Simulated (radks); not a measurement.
Results of a calculation; reference values are marked as such.
Coulomb parameter of the 3d shell of the vanadium ion V+ in the model configuration [Ar] 3d3 4p1, as a second difference U = [E(n + 1) + E(n - 1) - 2 E(n)] / (1)^2 with all orbitals relaxed. "Bare": the charge of the atom changes with n. "Screened": the 4p shell takes up the change at fixed total charge, which measures U(3d,3d) + U(4p,4p) - 2 U(3d,4p). Level of theory: scalar-relativistic Kohn-Sham, PBE, spin-unpolarised, spherical densities, finite nucleus; Fermi nuclear charge, rms radius 3.6002 fm (a radial shooting solver on a logarithmic mesh with Libxc functionals).

[
 {"case": "start", "configuration": "[Ar] 3d3 4p1", "E - E(n) (eV)": "0.000"},
 {"case": "bare +1", "configuration": "[Ar] 3d4 4p1", "E - E(n) (eV)": "-8.349"},
 {"case": "bare -1", "configuration": "[Ar] 3d2 4p1", "E - E(n) (eV)": "20.520"},
 {"case": "screened +1", "configuration": "[Ar] 3d4", "E - E(n) (eV)": "-4.643"},
 {"case": "screened -1", "configuration": "[Ar] 3d2 4p2", "E - E(n) (eV)": "8.392"}
]

U(bare) = 12.171 eV, U(screened by 4p) = 3.749 eV, against the Slater integral F0(3d,3d) = 18.633 eV with frozen orbitals.
